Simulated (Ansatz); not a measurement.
Computed with Ansatz on PBE0-D4/def2-TZVP structures; ΔE is electronic, products minus reactants. CCSD(T)/CBS is the MP2 limit (def2-TZVPP, def2-QZVPP) plus CCSD(T) − MP2 in def2-TZVPP, frozen cores. For Ga outer-core shells are correlated without core-valence functions, which leaves a few kJ/mol of doubt a bond. Scalar relativity is left out up to krypton. Each species was taken in one conformer, which may not be the lowest.

`O/[C]([GaH2])=N/[SiH3]` + `CB(O)F` → `CB(F)O[SiH3]` + `N=[C](O)[GaH2]`  (ligand exchange at the Si–N bond)

| species | HF/def2-QZVPP energy (Eh) |
| --- | --- |
| `O/[C]([GaH2])=N/[SiH3]` | -2382.98545 |
| `CB(O)F` | -239.43639 |
| `CB(F)O[SiH3]` | -529.59397 |
| `N=[C](O)[GaH2]` | -2092.84648 |

Problem. Work out ΔE.

Solution. ΔE = (-529.59397) + (-2092.84648) − (-2382.98545) − (-239.43639) = -0.01861 Eh = -0.51 eV. CCSD(T)/CBS gives -0.22 eV.

Largest T1 diagnostic among the species: 0.015.

The D4 term adds +0.07 eV with B3LYP and +0.04 eV with PBE0; it sums over pairs of atoms, weighted by their polarisabilities, and B3LYP, whose exchange is more repulsive, gets the larger term. In def2-TZVPP, CCSD(T) changes the Hartree–Fock value by +0.27 eV (the triples alone add +0.05 eV) and MP2 by +0.30 eV.

B3LYP here is the variant with VWN-RPA as its local correlation; programs differ in this.
